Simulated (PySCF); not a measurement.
Compound: SbH2(OtBu), C₄H₁₁OSb.
Structure used (PBE0-D3(BJ)/def2-SVP), in Å, numbered top down from 1:
```
atom  x, y, z in Å
Sb1    1.4900    2.2399    0.1486
H2     2.7330    2.2987   -1.0361
H3     0.5980    3.4368   -0.7143
O4     0.6054    0.6889   -0.7712
C5    -0.1332   -0.2834   -0.0502
C6    -1.3123    0.3650    0.6745
C7    -0.6405   -1.2474   -1.1190
C8     0.7650   -1.0233    0.9409
H9    -1.9407   -0.3847    1.1791
H10   -0.9607    1.0709    1.4467
H11   -1.9368    0.9202   -0.0415
H12   -1.2634   -0.7052   -1.8451
H13   -1.2359   -2.0595   -0.6747
H14    0.2102   -1.6853   -1.6610
H15    1.1491   -0.3383    1.7151
H16    1.6247   -1.4642    0.4140
H17    0.2196   -1.8296    1.4546
```

The calculation used PySCF 2.14.0, density-fitted response routines, TDDFT B3LYP/def2-SVPD, vertical, gas phase, core orbitals frozen in the response, def2 core potentials past Kr. Spin–orbit coupling is left out.

Ground-to-excited transition dipoles (e·a0, same axes as the geometry; the sign carries no meaning), for the states with f of 0.002 or more among the lowest 7:

| state | E (eV) | μx | μy | μz |
| --- | --- | --- | --- | --- |
| S1 | 4.762 | -0.340 | -0.419 | -0.124 |
| S2 | 5.072 | 0.408 | 0.719 | 0.177 |
| S3 | 5.858 | 0.344 | -0.267 | -0.280 |
| S4 | 5.950 | -0.285 | 0.348 | -0.540 |
| S5 | 6.173 | -0.336 | -0.209 | 0.233 |
| S6 | 6.374 | 0.210 | -0.030 | -0.182 |
| S7 | 6.551 | -0.260 | -0.475 | -0.300 |

(1) What oscillator strength does each state have?

(2) Which bond between heavy atoms lies closest to the direction of the S2 transition dipole?

(3) What angle do the transition dipoles of S1 and S5 make?

(4) How is the summed strength of these states shared among x, y and z?

(5) What peak molar absorption coefficient would the strongest computed level give as a lone Gaussian band 0.5 eV wide at half height?

Answers

(1) f = (2/3) ΔE |μ|² with ΔE in hartree (27.2114 eV).

| state | \|μ\|² (au) | \|μ\| (D) | f |
| --- | --- | --- | --- |
| S1 | 0.306 | 1.41 | 0.036 |
| S2 | 0.715 | 2.15 | 0.089 |
| S3 | 0.269 | 1.32 | 0.039 |
| S4 | 0.494 | 1.79 | 0.072 |
| S5 | 0.210 | 1.17 | 0.032 |
| S6 | 0.078 | 0.71 | 0.012 |
| S7 | 0.383 | 1.57 | 0.062 |

(2) Sb1–O4, at 15° from it; next C5–C7 at 32°.

(3) |cos θ| = |μa·μb| / (|μa| |μb|) = 0.68, so θ ≈ 47° (taken between 0 and 90°, since the signs are arbitrary).

(4) (2/3) Σ ΔE μα² gives 0.098 for x, 0.156 for y and 0.087 for z, 0.341 in all.

(5) ε(max) = 2.175×10⁸ f / FWHM, with the width in cm⁻¹. S2: 2.175×10⁸ × 0.0889 / 4033 ≈ 4800 L mol⁻¹ cm⁻¹.

One conformer stands for the species.
